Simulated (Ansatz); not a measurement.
One change: `B[SiH2]OCC` becomes `CCO[SiH2]P`.

Ansatz, PBE0-D4/def2-TZVP geometries, multiplicity 1. Each molecule was computed in one conformer, which needn't be the lowest.

```json
{"property": "HOMO–LUMO gap (ωB97M-V/def2-TZVPP) / eV", "`B[SiH2]OCC`": "9.43"}
{"property": "HOMO–LUMO gap (PBE0/def2-TZVPP) / eV", "`B[SiH2]OCC`": "5.21"}
{"property": "HOMO energy (ωB97M-V/def2-TZVPP) / eV", "`B[SiH2]OCC`": "-9.88"}
{"property": "HOMO–LUMO gap (PBE/def2-TZVPP) / eV", "`B[SiH2]OCC`": "2.82"}
{"property": "HOMO energy (PBE0/def2-TZVPP) / eV", "`B[SiH2]OCC`": "-7.62"}
{"property": "HOMO energy (PBE/def2-TZVPP) / eV", "`B[SiH2]OCC`": "-6.24"}
```

(1) What does the change do to each property? (Estimate.)

Answers

(1) Computed: 
| property | `CCO[SiH2]P` | shift |
| --- | --- | --- |
| HOMO–LUMO gap (ωB97M-V/def2-TZVPP) / eV | 11.85 | 2.42 |
| HOMO–LUMO gap (PBE0/def2-TZVPP) / eV | 8.02 | 2.81 |
| HOMO energy (ωB97M-V/def2-TZVPP) / eV | -9.72 | 0.16 |
| HOMO–LUMO gap (PBE/def2-TZVPP) / eV | 6.02 | 3.20 |
| HOMO energy (PBE0/def2-TZVPP) / eV | -7.61 | 0.01 |
| HOMO energy (PBE/def2-TZVPP) / eV | -6.49 | -0.25 |
